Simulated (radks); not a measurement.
Zr III, 38 electrons, occupied as [Kr] 4d1 5d1 (not the ground configuration).

All-electron calculation, scalar-relativistic Kohn-Sham, SCAN, spin-polarised, spherical densities, finite nucleus; open shells are filled with parallel spins first (spin-orbit coupling, left out, can overturn this in heavy ions); meta-GGA in the generalised Kohn-Sham scheme; Fermi nuclear charge, rms radius 4.2694 fm. Program: a radial shooting solver on a logarithmic mesh with Libxc functionals.

Energy parts (hartree):
total: -3598.16905
kinetic: 3699.84900
electron-nucleus: -8633.91932
Hartree: 1449.97309
exchange-correlation: -114.07182

Orbitals (lengths in bohr, moments of r in powers of bohr; r(max) is where P^2 peaks):
[
 {"orbital": "1s up", "occ.": "1", "eigenvalue (hartree)": "-657.3591", "r(max)": "0.02414"},
 {"orbital": "1s down", "occ.": "1", "eigenvalue (hartree)": "-657.3594", "r(max)": "0.02414"},
 {"orbital": "2s up", "occ.": "1", "eigenvalue (hartree)": "-92.23715", "r(max)": "0.1368"},
 {"orbital": "2s down", "occ.": "1", "eigenvalue (hartree)": "-92.23178", "r(max)": "0.1368"},
 {"orbital": "2p up", "occ.": "3", "eigenvalue (hartree)": "-82.22983", "r(max)": "0.1095"},
 {"orbital": "2p down", "occ.": "3", "eigenvalue (hartree)": "-82.22588", "r(max)": "0.1095"},
 {"orbital": "3s up", "occ.": "1", "eigenvalue (hartree)": "-15.97526", "r(max)": "0.4076"},
 {"orbital": "3s down", "occ.": "1", "eigenvalue (hartree)": "-15.97303", "r(max)": "0.4076"},
 {"orbital": "3p up", "occ.": "3", "eigenvalue (hartree)": "-12.67973", "r(max)": "0.4021"},
 {"orbital": "3p down", "occ.": "3", "eigenvalue (hartree)": "-12.67699", "r(max)": "0.4021"},
 {"orbital": "3d up", "occ.": "5", "eigenvalue (hartree)": "-7.30290", "r(max)": "0.3483"},
 {"orbital": "3d down", "occ.": "5", "eigenvalue (hartree)": "-7.29788", "r(max)": "0.3484"},
 {"orbital": "4s up", "occ.": "1", "eigenvalue (hartree)": "-2.85407", "r(max)": "1.080"},
 {"orbital": "4s down", "occ.": "1", "eigenvalue (hartree)": "-2.82137", "r(max)": "1.075"},
 {"orbital": "4p up", "occ.": "3", "eigenvalue (hartree)": "-2.00749", "r(max)": "1.176"},
 {"orbital": "4p down", "occ.": "3", "eigenvalue (hartree)": "-1.96908", "r(max)": "1.170"},
 {"orbital": "4d up", "occ.": "1", "eigenvalue (hartree)": "-0.83017", "r(max)": "1.495"},
 {"orbital": "5d up", "occ.": "1", "eigenvalue (hartree)": "-0.31019", "r(max)": "4.841"}
]

The highest occupied level is 5d up at -8.441 eV. Summed over all electrons, <r^2> = 54.67 bohr^2, which gives a Langevin (diamagnetic) susceptibility term of -43.3 x 10^-6 cm^3/mol. The spin density at the nucleus is -1.264 e/bohr^3 (1s -0.006, 2s -0.260, 3s 0.245, 4s -1.242). The density falls to 0.001 e/bohr^3 at r = 4.61 bohr. The electron density at the nucleus is 7.604e+04 e/bohr^3 (large components only). Spin moment in Bohr magnetons: 2.

Empty levels of this run are not shown, since the potential may be unsettled where no density lies.
